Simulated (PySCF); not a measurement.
Interval between two levels of Fe³⁺ by level of theory

Fe³⁺ [Ar] 3d5 [6S5/2, M_J = 5/2] → Fe³⁺ [Ar] 3d4 4s1 [6D9/2, M_J = 9/2], as a difference of total energies. Calculation: PySCF 2.14, in x2c-SVPall-2c with one added diffuse shell each of s, d type (6s5p4d1f, 48 functions); the two-component X2C-1e Hamiltonian. Correlated levels: [Ne] frozen; the 6 highest virtual spinors dropped. "Screened" scales the spin-orbit matrix elements by Boettger's factors to mimic the two-electron term; Breit and QED terms are absent.

| method | interval between two levels (cm⁻¹) |
| --- | --- |
| GHF (spin-free) | 145810 |
| GMP2 (spin-free) | 146110 |
| GHF (screened spin-orbit) | 146350 |
| GMP2 (screened spin-orbit) | 146640 |

The labels give the starting determinants; with spin-orbit coupling the two ends relaxed to ⟨J²⟩ = 8.75, ⟨L²⟩ = 0.00, ⟨S²⟩ = 8.75 and ⟨J²⟩ = 24.75, ⟨L²⟩ = 6.01, ⟨S²⟩ = 8.75.
